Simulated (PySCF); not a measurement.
CH7ClOSi2, SMILES [SiH3]CO[SiH2]Cl.

Geometry optimised at B3LYP-D3(BJ)/def2-SVP. This is a generated structure with no PubChem entry under its InChIKey; it may be hypothetical. The values are those of a single conformer.

Two levels are set side by side: PBE/def2-TZVP (PySCF) and CAM-B3LYP/def2-TZVP (PySCF). Same geometry, gas phase. Differences are taken from unrounded values.

| quantity | CAM-B3LYP | PBE | PBE minus CAM-B3LYP |
|---|---|---|---|
| orbital gap (eV) | 10.57 | 5.88 | -4.69 |
| highest occupied level (eV) | -9.40 | -6.61 | 2.78 |
| lowest empty level (eV) | 1.17 | -0.73 | -1.91 |
| dipole moment (D) | 1.02 | 0.86 | -0.16 |
| mean polarisability (bohr³) | 77.5 | 82.1 | 4.5 |

Without exact exchange PBE keeps part of each electron's self-repulsion, which lifts occupied levels and narrows the gap. Loosely held outer electrons make PBE densities more polarisable. Differences between two approximate levels are no errors against the true value.

Rough cost on one machine, each run with all the roots and properties that it gave: CAM-B3LYP against PBE within a factor of 2.
